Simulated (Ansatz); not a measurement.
C4H2F4 can be A, `F/C=C(/F)C=C(F)F`, or B, `F/C=C/C(F)=C(F)F`.

Program: Ansatz. Geometries: PBE0-D4/def2-TZVP. ΔE: electronic, gas phase. CCSD(T)/CBS is the MP2 limit (def2-TZVPP, def2-QZVPP) plus CCSD(T) − MP2 in def2-TZVPP, frozen cores. Double bonds are as drawn, so ΔE can hold a change between cis and trans. Functionals use def2-TZVPP. B3LYP here is the variant with VWN-RPA as its local correlation; programs differ in this. One conformer a species, not always the lowest.

Task: Which isomer does CCSD(T)/CBS put lower? Give the gap. (Best estimate.)

Result: Ansatz gave: A, by 8.3 kJ/mol.

Task: Give E(B) − E(A) in kJ/mol with B3LYP, CCSD/def2-TZVPP, B3LYP-D4, B2PLYP, MP2/def2-TZVPP, CCSD(T)/def2-SVP, ωB97M-V. (An estimate is asked.)

Result: Ansatz gave: B3LYP 9.7, CCSD/def2-TZVPP 9.8, B3LYP-D4 10.0, B2PLYP 10.3, MP2/def2-TZVPP 11.3, CCSD(T)/def2-SVP 12.6, ωB97M-V 10.9. None reverses the order clearly.

Task: Does the order hold for the free energy at 298.15 K (harmonic terms from PBE0-D4)? (Best estimate.)

Result: Ansatz gave: Yes: G(B) − G(A) = +8.6 kJ/mol, for one conformer each. Modes under 60 cm⁻¹, often nearly free rotors, make the harmonic entropy too high.

Largest T1 diagnostic: 0.013.

At CCSD(T), def2-SVP lies +4.3 kJ/mol from the extrapolated value and def2-TZVPP +1.5 kJ/mol. Leaving LDA and LC-ωPBE aside and taking each functional with its dispersion term where it has one, the values, not all of them listed here, spread over 1.9 kJ/mol, from BLYP-D4 to B97M-V.
